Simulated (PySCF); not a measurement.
Compound: C₂H₆O₂SeSi.
Atom-mapped SMILES: `[O:1]=[C:2]([CH2:3][SeH:4])[O:5][SiH3:6]` (hydrogens: H7, H8 on C3; H9 on Se4; H10, H11, H12 on Si6)

A GFN2-xTB structure was refined with PBE0-D3(BJ)/def2-SVP geometry optimisation, gas phase (PySCF 2.14.0). Its GFN2-xTB values:

```csv
coordinate,GFN2-xTB
O1=C2,1.190 Å
C2–C3,1.519 Å
C2–O5,1.320 Å
C3–Se4,1.919 Å
C3–H7,1.093 Å
Se4–H9,1.437 Å
O5–Si6,1.680 Å
Si6–H10,1.455 Å
O1–C2–C3,125.7°
O1–C2–O5,122.0°
C2–C3–Se4,110.4°
C2–O5–Si6,121.6°
C3–C2–O5,112.3°
```

Problem. How do these coordinates change at the PBE0-D3(BJ)/def2-SVP level?

Solution. 
```json
{"coordinate": "O5–Si6", "PBE0-D3(BJ)/def2-SVP (Å or °)": "1.723", "change": "+0.043"}
{"coordinate": "Se4–H9", "PBE0-D3(BJ)/def2-SVP (Å or °)": "1.471", "change": "+0.034"}
{"coordinate": "Si6–H10", "PBE0-D3(BJ)/def2-SVP (Å or °)": "1.486", "change": "+0.031"}
{"coordinate": "C3–Se4", "PBE0-D3(BJ)/def2-SVP (Å or °)": "1.949", "change": "+0.030"}
{"coordinate": "O1=C2", "PBE0-D3(BJ)/def2-SVP (Å or °)": "1.205", "change": "+0.015"}
{"coordinate": "C2–O5", "PBE0-D3(BJ)/def2-SVP (Å or °)": "1.334", "change": "+0.014"}
{"coordinate": "C2–C3", "PBE0-D3(BJ)/def2-SVP (Å or °)": "1.506", "change": "-0.013"}
{"coordinate": "C3–H7", "PBE0-D3(BJ)/def2-SVP (Å or °)": "1.100", "change": "+0.007"}
{"coordinate": "C2–O5–Si6", "PBE0-D3(BJ)/def2-SVP (Å or °)": "117.3", "change": "-4.3"}
{"coordinate": "C2–C3–Se4", "PBE0-D3(BJ)/def2-SVP (Å or °)": "114.5", "change": "+4.1"}
{"coordinate": "O1–C2–C3", "PBE0-D3(BJ)/def2-SVP (Å or °)": "126.5", "change": "+0.8"}
{"coordinate": "C3–C2–O5", "PBE0-D3(BJ)/def2-SVP (Å or °)": "111.5", "change": "-0.8"}
{"coordinate": "O1–C2–O5", "PBE0-D3(BJ)/def2-SVP (Å or °)": "122.0", "change": "0.0"}
```

The energy falls by 0.184 eV over 6 energy and gradient evaluations, the largest force component goes from 0.0269 to 1.3e-04 Eh/bohr, and the atoms move by 0.070 Å rms after alignment. The bond that changes most is O5–Si6 (oxygen singly bound to a carbonyl carbon to oxygen-bound silicon), which lengthens by 0.043 Å. Bonds longer at the end by more than 0.005 Å: 10 of 11; shorter: 1. Rotational constants go from 9176, 643.4, 607.8 to 9055, 621.4, 587.8 MHz.

The run used 136 basis functions and 42 SCF cycles in all.

No PBE0-D3(BJ)/def2-SVP frequencies stand behind this structure, so it isn't proved a minimum. One conformer, not necessarily the lowest.

Shape of the structure used: `[O:1]=[C:2]([CH2:3][SeH:4])[O:5][SiH3:6]`: O1–C2–C3–Se4 1°, O1–C2–O5–Si6 0°, H–Se4–C3–C2 -1°.
